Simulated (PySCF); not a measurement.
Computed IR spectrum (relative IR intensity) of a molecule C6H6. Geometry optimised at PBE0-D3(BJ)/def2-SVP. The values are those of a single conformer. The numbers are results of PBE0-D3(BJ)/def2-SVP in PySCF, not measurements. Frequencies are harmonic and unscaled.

```tsv
ν (cm⁻¹)	relative intensity
211	10
645	92
800	100
808	3.8
922	22
948	8.6
959	4.9
970	79
1029	5.7
1087	4.3
1091	28
1370	70
1574	77
1740	12
3168	6.7
3233	6.7
3243	7.3
3261	12
3266	5.3
3273	4.3
```

### Question
Identify the compound among the candidates.
(A) C#CC=C=CC
(B) c1ccccc1
(C) C=C=CC#CC
(D) C=C1C=CC=C1

### Answer
D, C=C1C=CC=C1
